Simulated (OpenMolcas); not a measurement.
# 4d along the 37-electron sequence

```yaml
Program: OpenMolcas
Method: RASSCF
Basis: ANO-R2
Scalar_Hamiltonian: X2C, finite nucleus
Spin-orbit_coupling: RASSI with atomic mean-field integrals over the reference wave functions, term energies averaged over their components
```

Active space for each ion: 7 electrons in 8 orbitals (RAS1 4p, at most 2 holes; RAS2 4d).

Computed levels in cm-1 above 2D 3/2:

```
                               Level  Nb4+  Mo5+  Tc6+  Ru7+
                              2D 5/2  2037  2761  3541  4478
weight of 2D in the lowest level (%)   100   100   100   100
```

Measured, with the error of the calculation in %. Measured levels: Nb4+ from Moore, Atomic Energy Levels, vol. II, NSRDS-NBS 35 (1971 reprint of NBS Circular 467, 1952); Mo5+ from Sugar and Musgrove, J. Phys. Chem. Ref. Data 17, 155 (1988).

| Level | Nb4+ | Mo5+ |
| --- | --- | --- |
| 2D 5/2 | 1870 (+8.9) | 2584 (+6.8) |

The fine-structure level 2D 5/2 changes by a factor of 2.2 from Nb4+ to Ru7+. Its fourth root runs 6.72, 7.25, 7.71, 8.18, with steps per unit of Z of 0.53, 0.47, 0.47; equal steps would mean a (Z - σ)^4 law with constant σ.

Without dynamic correlation excited terms often stand tens of per cent too high (terms of higher spin than the ground term too low), and those without a measured partner can miss by more than the paired ones. Active for correlation alone: 4p; no level in the range computed is led by a configuration that opens it, so any true level of that kind is missing. Measured partners are found by configuration, term and J. A level has none where our copy of the source lacks it or the pairing is in doubt (some pairs that miss far off the trend of their configuration count as doubtful), and it then counts in no deviation. Only configurations of the active space appear.
